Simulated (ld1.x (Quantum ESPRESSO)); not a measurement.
N, RRKJ: configuration errors across variants

ld1.x (Quantum ESPRESSO) 7.5 input, shortened:

```
&input
   title='N', zed=7., rel=0, dft='PBE', iswitch=3,
   config='[He] 2s2 2p3 3d-2'
 /
 &inputp
   pseudotype=2, tm=.false., rho0=0.001, lloc=0,
   nlcc=.true., rcore=0.55
 /
3
2P  2  1   3.00   0.00  1.55  1.55  0.0
3D  3  2  -2.00  -0.15  1.35  1.35  0.0
2S  1  0   2.00   0.00  0.85  0.85  0.0
 &test
   configts(1)='2s2 2p3'
 /
```

All-electron excitation energies from the reference (eV): (1) 2s2 2p2 13.597; (2) 2s2 2p1 42.456; (3) 2s2 2p0 89.541; (4) 2s0 2p5 22.981; (5) 2s2 2p3.3 -1.620; (6) 2s1 2p3 25.345; (7) 2s1 2p4 11.477.

Errors AE − PS in meV (a dash: test not solved or not reliable):

```tsv
change	(1)	(2)	(3)	(4)	(5)	(6)	(7)	bound ghosts
base	+15	+166	+788	+18	+0.1	-25	+4.5	none
core correction none	+16	+172	+822	+14	+0.1	-27	+4.2	none
core correction a·sin(br)/r model core inside 0.34 bohr	+15	+163	+754	+17	+0.1	-25	+4.1	none
core correction a·sin(br)/r model core inside 0.46 bohr	+16	+171	+795	+20	+0.1	-25	+4.8	none
core correction a·sin(br)/r model core inside 0.54 bohr	+15	+167	+794	+18	+0.1	-25	+4.5	none
core correction a·sin(br)/r model core inside 0.72 bohr	+16	+167	+782	+29	+0.1	-25	+7.2	none
core correction a·sin(br)/r model core inside 0.80 bohr	+16	+170	+802	+25	+0.1	-25	+6.9	none
core correction a·sin(br)/r model core inside 0.94 bohr	+16	+171	+816	+17	+0.1	-27	+5.0	none
core correction a·sin(br)/r model core inside 1.00 bohr	+16	+171	+818	+16	+0.1	-27	+4.6	none
```

(1) Give the same row for: core correction a·sin(br)/r model core inside 0.66 bohr.

Results:

(1) +15, +161, +754, +25, +0.1, -25, +5.9; bound ghosts: none.
